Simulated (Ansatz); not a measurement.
CH8N3V, SMILES `[CH3][V](=[NH])([NH2])[NH2]` at its PBE0-D4/def2-TZVP geometry, where that method's forces vanish. Charge 0, multiplicity 1.

```xyz
13

C    -0.7258   -1.5196    0.3005
V     0.2461    0.2110   -0.1284
N     1.5519   -0.2503   -0.9469
N    -0.8560    1.1800   -1.2301
N     0.7561    0.9447    1.4744
H    -1.6297   -1.2528    0.8624
H    -1.0132   -2.0371   -0.6161
H    -0.1010   -2.1702    0.9145
H     2.3371   -0.6393   -1.4487
H    -1.6674    1.6758   -0.8836
H    -0.6986    1.3950   -2.2020
H     0.1025    1.4175    2.0855
H     1.6980    1.0453    1.8184
```

Task: What forces (eV/Å) does PBE-D4/def2-TZVPP give on these atoms in Ansatz? (An estimate is asked.)

Result: Computed: 
```
C1  -0.034 -0.066  0.015
V2  -0.722  0.137  0.443
N3   0.698 -0.211 -0.434
N4  -0.043 -0.021 -0.090
N5   0.057 -0.036  0.077
H6  -0.173  0.048  0.107
H7  -0.059 -0.116 -0.174
H8   0.115 -0.141  0.118
H9   0.300 -0.129 -0.190
H10 -0.284  0.189  0.104
H11  0.029  0.106 -0.353
H12 -0.213  0.178  0.224
H13  0.331  0.062  0.153
```
